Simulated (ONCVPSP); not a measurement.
# Logarithmic derivatives: cobalt (Co), ONCV

- Element: cobalt
- Generator: ONCVPSP 4.0.1
- Type: optimised norm-conserving Vanderbilt (ONCV)
- Functional: LDA (Perdew-Zunger)
- Relativity: fully relativistic
- Frozen core: [Ne]
- Valence charge: 17
- Reference configuration: 3s2 3p6 3d7 4s2
- Partial waves: 3s+4s: rc 1.15 bohr, ncon 4, nbas 9, qcut 10.3 1/bohr, 2 projectors; 3p: rc 0.80 bohr, ncon 4, nbas 8, qcut 12.5 1/bohr, 3 projectors, debl 1.1 Ha; 3d: rc 1.65 bohr, ncon 4, nbas 9, qcut 11.1 1/bohr, 3 projectors, debl 4 Ha
- Local potential: polynomial inside 0.75 bohr (lpopt 3, dvloc0 0 Ha)
- Core correction: polynomial model core, fcfact 0.5

Open shells are filled in proportion to 2j + 1.

In the p channel the program set the typed energies aside and used -2.384, 0.250, 1.350 Ha (j = l + 1/2; the other j can differ).

The phase is arctan(r·R′/R) of the radial function R(r), unwrapped; energies in Ha, scanned from -5 to 5 Ha. A pole is an energy at which the radial function vanishes at the test radius. The pseudo phase is shifted by a multiple of π to meet the all-electron one at the reference energy, and phase errors are pseudo minus all-electron; the curves can meet again beyond the range given. Levels narrower than the energy grid can be missing from the lists of poles.

```csv
channel,radius (bohr),reference energy (Ha),"poles, all-electron","poles, pseudo",unbroken range about the reference energy with phases within 0.05 rad,phase error 1 Ha above the reference energy (rad)
s,1.16,-0.21,-2.47,-2.47,the whole range,-0.000
p3/2,0.81,-2.38,4.90,4.90,the whole range,+0.000
p1/2,0.81,-2.45,4.66,4.66,the whole range,+0.000
d5/2,1.68,-0.31,0.06,0.06,the whole range,-0.000
d3/2,1.68,-0.32,0.05,0.05,the whole range,-0.000
```

Note: ghosts flagged at negative energy: p3/2 at -6816.7 eV, p1/2 at -11748.6 eV; GHOST(+) flags only above 600 eV. A true bound ghost makes a file unfit for plane-wave use.

Phases in the s channel:

| E (Ha) | all-electron | pseudo |
| --- | --- | --- |
| -4.96 | -0.164 | -0.164 |
| -4.48 | -0.789 | -0.789 |
| -4.00 | -1.159 | -1.159 |
| -3.52 | -1.357 | -1.357 |
| -3.04 | -1.476 | -1.476 |
| -2.56 | -1.558 | -1.558 |
| -2.08 | -1.619 | -1.619 |
| -1.60 | -1.670 | -1.670 |
| -1.12 | -1.716 | -1.716 |
| -0.64 | -1.759 | -1.759 |
| -0.16 | -1.803 | -1.803 |
| 0.32 | -1.851 | -1.851 |
| 0.80 | -1.905 | -1.905 |
| 1.28 | -1.969 | -1.969 |
| 1.76 | -2.049 | -2.049 |
| 2.24 | -2.155 | -2.155 |
| 2.72 | -2.301 | -2.302 |
| 3.20 | -2.510 | -2.512 |
| 3.68 | -2.806 | -2.811 |
| 4.16 | -3.178 | -3.185 |
| 4.64 | -3.547 | -3.557 |
